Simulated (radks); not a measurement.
Values are calculated unless marked as measured or tabulated.
Ru, configuration [Kr] 4d6 5s1 5p1 (not the ground configuration). Code: a radial shooting solver on a logarithmic mesh with Libxc functionals. Model: Dirac Kohn-Sham, PBEsol, spin-unpolarised, spherical densities, point nucleus; open shells are shared between the two j in proportion to 2j + 1. Some entries of the table are withheld. Estimate them.

orbital      occ.  eigenvalue (eV)  <1/r> (bohr^-1)  r(max) (bohr)
1s1/2           2        -21918.04            45.86        0.02172
2s1/2           2        -3155.307            10.49         0.1231
2p1/2           2        -2916.398              (1)        0.09549
2p3/2           4        -2785.599              (2)        0.09949
3s1/2           2        -559.6235            3.623         0.3620
3p1/2           2        -466.9627            3.525         0.3487
3p3/2           4        -444.7629            3.392         0.3582
3d3/2           4              (3)              (4)         0.2993
3d5/2           6              (5)              (6)         0.3021
4s1/2           2         -81.1503            1.356         0.9133
4p1/2           2         -53.4471              (7)         0.9639
4p3/2           4         -50.0091              (8)         0.9887
4d3/2         2.4          -9.3643           0.8586          1.190
4d5/2         3.6          -9.0071           0.8474          1.201
5s1/2           1          -6.2138           0.4130          2.592
5p1/2    0.333333          -2.2197           0.2994          3.369
5p3/2    0.666667          -2.0486           0.2883          3.490

Answer. 
(1) 2p1/2 <1/r> (bohr^-1): 10.47
(2) 2p3/2 <1/r> (bohr^-1): 9.918
(3) 3d3/2 eigenvalue (eV): -280.6274
(4) 3d3/2 <1/r> (bohr^-1): 3.216
(5) 3d5/2 eigenvalue (eV): -276.3001
(6) 3d5/2 <1/r> (bohr^-1): 3.181
(7) 4p1/2 <1/r> (bohr^-1): 1.235
(8) 4p3/2 <1/r> (bohr^-1): 1.195
